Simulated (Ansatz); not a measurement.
A nudged elastic band was laid between two geometries of C2H7NOSi (12 atoms, charge 0, multiplicity 1).

Level of theory: RKS B3LYP-D4/def2-SVP (Ansatz 0.2.0).

- movable images: 5
- climbing image: yes
- spring: 5.0 eV/Å²
- optimiser: quadratic models (default)
- start path: through a guess of the saddle point
- force threshold: 0.2 eV/Å
- iteration limit: 60
- end points: relaxed

Initial state:

```xyz
12
Properties=species:S:1:pos:R:3
C -2.383 -0.379 0.843
C -1.217 -0.167 0.228
O -0.070 0.130 0.889
Si 1.501 -0.001 0.283
N 1.687 0.586 -1.321
H -3.277 -0.591 0.255
H -2.463 -0.337 1.932
H -1.132 -0.201 -0.868
H 1.902 -1.434 0.248
H 2.292 0.798 1.247
H 1.595 1.564 -1.572
H 1.643 -0.022 -2.131
```

Final state:

```xyz
12
Properties=species:S:1:pos:R:3
C -2.419 -0.211 0.758
C -1.178 -0.561 0.408
O -0.074 0.116 0.807
Si 1.483 -0.021 0.165
N 1.778 0.831 -1.297
H -3.267 -0.809 0.423
H -2.602 0.664 1.386
H -0.995 -1.446 -0.220
H 1.718 -1.465 -0.119
H 2.341 0.542 1.232
H 1.809 1.846 -1.315
H 1.482 0.458 -2.193
```

(1) Which bonds break or form, and what moves?

(2) Give the energies along the band, and the barrier.

(3) What is the geometry of the highest image?

## Answers

(1) No bond is made or broken.

(2) It converged. The highest image is number 3 of 0 to 6, 0.022 eV above the ends, which have the same energy within 2 meV. The threshold of 0.2 eV/Å is loose, so the images may lie well off the minimum-energy path. Beside the main top the profile has a ripple of under 15 meV (maxima at images 3, 5), which may be a very shallow well or noise. The order of the stationary point at the top wasn't checked.

| image | path coordinate (Å) | energy (eV) |
| --- | --- | --- |
| 0 | 0.00 | 0.000 |
| 1 | 0.30 | 0.003 |
| 2 | 0.60 | 0.010 |
| 3 | 0.90 | 0.022 |
| 4 | 1.90 | 0.001 |
| 5 | 2.90 | 0.007 |
| 6 | 3.90 | 0.001 |

(3) 
```xyz
12
Properties=species:S:1:pos:R:3
C -2.336 -0.521 0.826
C -1.281 0.004 0.199
O -0.131 0.366 0.818
Si 1.454 0.105 0.317
N 1.753 0.435 -1.345
H -3.245 -0.751 0.267
H -2.314 -0.711 1.902
H -1.310 0.208 -0.878
H 1.799 -1.325 0.542
H 2.232 1.029 1.175
H 1.791 1.376 -1.720
H 1.665 -0.270 -2.068
```

Time of the run: 3.5 min on 2 threads of Arm Neoverse V2, on a shared host, peak memory 0.23 GiB.
